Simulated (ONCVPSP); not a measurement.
## u(r) = r·R(r): atom against pseudo-atom (scandium)

Columns: radius, all-electron u(r) and pseudo u(r) of the 3s shell (level -55.37 eV) of scandium in the configuration [Ne] 3s2 3p6 3d1 4s1.75 4p0.25; PBE, scalar-relativistic, ONCV scheme, ONCVPSP 4.0.1.

| r (bohr) | all-electron | pseudo |
| --- | --- | --- |
| 0.088 | 0.0581 | 0.1237 |
| 0.175 | -0.4590 | 0.2464 |
| 0.262 | -0.5391 | 0.3691 |
| 0.350 | -0.2994 | 0.4920 |
| 0.438 | 0.0591 | 0.6107 |
| 0.525 | 0.4051 | 0.7199 |
| 0.612 | 0.6866 | 0.8163 |
| 0.700 | 0.8892 | 0.8959 |
| 0.788 | 1.0122 | 0.9535 |
| 0.875 | 1.0678 | 0.9860 |
| 0.962 | 1.0724 | 0.9935 |
| 1.050 | 1.0399 | 0.9767 |
| 1.138 | 0.9826 | 0.9386 |
| 1.225 | 0.9111 | 0.8841 |
| 1.312 | 0.8323 | 0.8179 |
| 1.400 | 0.7504 | 0.7440 |
| 1.487 | 0.6709 | 0.6686 |
| 1.575 | 0.5942 | 0.5937 |
| 1.662 | 0.5237 | 0.5236 |
| 1.750 | 0.4583 | 0.4582 |
| 1.838 | 0.3992 | 0.3992 |
| 1.925 | 0.3470 | 0.3469 |
| 2.012 | 0.3006 | 0.3006 |
| 2.100 | 0.2592 | 0.2592 |
| 2.188 | 0.2230 | 0.2230 |
| 2.275 | 0.1918 | 0.1917 |

Question: How many radial nodes do the two functions have?

Answer: The all-electron 3s function has n − l − 1 = 2; the pseudo-wave has 0, since the states of the same l below it are removed with the core.

Question: At about which radius was the pseudo-wave matched?

Answer: 1.75 bohr. The columns agree to 0.0005 from 1.57 bohr on; several derivatives are matched, so the curves merge somewhat inside the radius.

Question: Is the pseudo-wave norm-conserving?

Answer: Yes: the ONCV scheme keeps the norm inside the radius equal to the all-electron one, which fixes the energy derivative of the logarithmic derivative at the level.
